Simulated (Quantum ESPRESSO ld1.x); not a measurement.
Results of a calculation; reference values are marked as such.
I27+, 26 electrons, occupied as [Ar] 3d8.

Code: ld1.x of Quantum ESPRESSO 7.5. Model: scalar-relativistic Kohn-Sham, LDA (Slater exchange, Perdew-Wang correlation), spin-polarised, spherical densities, point nucleus; open shells are filled with parallel spins first.

Energy parts (eV):
part                      energy
total                 -182483.04
kinetic                191988.08
electron-nucleus      -414242.25
Hartree                 43607.44
exchange-correlation    -3836.31

Orbitals (lengths in bohr, moments of r in powers of bohr; <r^-3> diverges for s and p1/2):
orbital,occ.,eigenvalue (eV),<r^4>,<r^-3>,<1/r>,<r^2>
1s up,1,-33964.3,2.648e-06,-,56.79,0.001006
1s down,1,-33964.1,2.648e-06,-,56.79,0.001006
2s up,1,-6085.81,0.0004445,-,13.05,0.01612
2s down,1,-6080.25,0.0004438,-,13.06,0.01610
2p up,3,-5570.99,0.0003198,5798,12.48,0.01273
2p down,3,-5566.63,0.0003190,5806,12.49,0.01272
3s up,1,-1932.23,0.01666,-,4.839,0.1057
3s down,1,-1926.14,0.01674,-,4.831,0.1059
3p up,3,-1765.54,0.01676,1207,4.626,0.1039
3p down,3,-1759.35,0.01686,1202,4.617,0.1042
3d up,5,-1526.89,0.01304,170.4,4.407,0.08656
3d down,3,-1519.55,0.01317,169.9,4.401,0.08694
4s up,0,-913.479,0.2494,-,2.354,0.4247
4s down,0,-911.492,0.2511,-,2.349,0.4261
4p up,0,-850.124,0.2749,386.7,2.256,0.4429
4p down,0,-848.177,0.2770,384.9,2.251,0.4445

The highest occupied level is 3d down at -1519.6 eV. The density falls to 0.001 e/bohr^3 at r = 0.95 bohr. Spin moment in Bohr magnetons: 2. Summed over all electrons, <r^2> = 1.640 bohr^2, which gives a Langevin (diamagnetic) susceptibility term of -1.3 x 10^-6 cm^3/mol.
